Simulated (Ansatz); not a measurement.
`N[Si](F)(Cl)Cl` + NH₃ → `N[Si](N)(Cl)Cl` + H–F at 700 K and 1 bar (ligand exchange at the Si–F bond).

Computed with Ansatz on PBE0-D4/def2-TZVP structures; ΔE is electronic, products minus reactants. CCSD(T)/CBS adds triple-zeta CCSD(T) − MP2 to the extrapolated MP2 energy (def2 sets, frozen cores). This one scheme is used for every species. Each species was taken in one conformer, which may not be the lowest.

```json
{"species": "`N[Si](F)(Cl)Cl`", "CCSD(T)/CBS energy (Eh)": "-1364.55198", "H − E (kJ/mol)": "154.2", "S (J/(mol·K))": "448.3"}
{"species": "NH₃", "CCSD(T)/CBS energy (Eh)": "-56.50880", "H − E (kJ/mol)": "116.9", "S (J/(mol·K))": "226.5"}
{"species": "`N[Si](N)(Cl)Cl`", "CCSD(T)/CBS energy (Eh)": "-1320.63830", "H − E (kJ/mol)": "227.6", "S (J/(mol·K))": "464.0"}
{"species": "H–F", "CCSD(T)/CBS energy (Eh)": "-100.39570", "H − E (kJ/mol)": "45.2", "S (J/(mol·K))": "198.5"}
```

H − E and S are ideal-gas, rigid-rotor, harmonic terms from PBE0-D4/def2-TZVP, for one conformer and one mirror image of each species. 1 Eh = 2625.50 kJ/mol, R = 8.31446 J/(mol·K).

Task: By hand: ΔE, ΔH, ΔS and ΔG.

Result: ΔE = (-1320.63830) + (-100.39570) − (-1364.55198) − (-56.50880) = 0.02678 Eh = 70.3 kJ/mol. Δ(H − E) = 227.6 + 45.2 − 154.2 − 116.9 = 1.7, so ΔH = 72.0 kJ/mol. ΔS = 464.0 + 198.5 − 448.3 − 226.5 = -12.3 J/(mol·K). ΔG = 72.0 − 700 × (-12.3)/1000 = 80.6 kJ/mol.

Task: By hand: the equilibrium constant, and the temperature at which ΔG would vanish if ΔH and ΔS stayed fixed.

Result: log₁₀ K = −ΔG/(RT ln 10) = -6.0. ΔH and −TΔS have one sign here, so there is no such temperature.

The number of gas molecules stays the same, so ΔS is small and ΔH decides. A doubt of 5 kJ/mol in ΔE shifts log₁₀ K by 0.4 here. Other conformers and mirror images would add mixing entropy, several J/(mol·K) or more a flexible species. These are equilibria of isolated gas molecules and say nothing of rates. Largest T1 diagnostic: 0.010 (customary marks: 0.02 for closed shells, 0.045 for open ones).

ΔS is within the doubt of such terms, so its sign, and with it that verdict, could turn.
